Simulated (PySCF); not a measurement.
Cartesian coordinates (Å):
```xyz
6

W     -0.0084     0.0004    -0.0034
O      1.4988    -0.5653     0.5222
Cl    -0.7619    -1.6813    -1.4085
Cl     0.4999     1.1982    -1.9208
Cl    -1.4831    -0.8380     1.5751
Cl    -0.2238     2.0454     1.0653
```
Charge 0, spin multiplicity 1.

Problem. Give the dipole moment, charge on the central atom (Mulliken), HOMO, total energy and LUMO at the level TPSSh-D3(BJ)/def2-TZVP // TPSS-D3(BJ)/def2-SVP in PySCF 2.14.0.

Solution. 
* **dipole moment**: 0.64 D
* **charge on the central atom (Mulliken)**: 1.29 e
* **HOMO**: -8.33 eV
* **total energy**: -53974.73 eV
* **LUMO**: -5.46 eV
